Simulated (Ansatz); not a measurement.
InCl3. Charge 0, multiplicity 3. Geometry PBE0-D4/def2-SVP, that of the neutral singlet; atoms count from 1.

Cartesian coordinates in Å:
```
In 0.000 0.000 0.000
Cl 0.983 -1.612 -1.348
Cl 0.056 2.232 -0.631
Cl -1.039 -0.620 1.979
```

In the def2 sets In takes a core potential; there is no spin–orbit coupling. At PBE0-D4/def2-TZVP a singlet of charge 0 lies 4.72 eV below the triplet at the same geometry.

Q: Estimate the Mulliken populations from the PBE0/def2-TZVP orbitals of Ansatz.

A: 
```json
{"atom": "In1", "charge (e)": "0.61", "spin (α − β)": "0.64"}
{"atom": "Cl2", "charge (e)": "-0.20", "spin (α − β)": "0.45"}
{"atom": "Cl3", "charge (e)": "-0.20", "spin (α − β)": "0.45"}
{"atom": "Cl4", "charge (e)": "-0.20", "spin (α − β)": "0.45"}
```
Mulliken values and Mayer orders depend strongly on the basis.

Q: Where does the spin sit?

A: Summed by element: In 0.64, Cl 1.36, of 2 unpaired in all. Largest on single atoms: In1 0.64, Cl3 0.45, Cl4 0.45.

Q: And the Mayer bond orders between bonded heavy atoms (over 0.3)?

A: In1–Cl2 0.72 (2.32 Å); In1–Cl3 0.72 (2.32 Å); In1–Cl4 0.72 (2.32 Å).
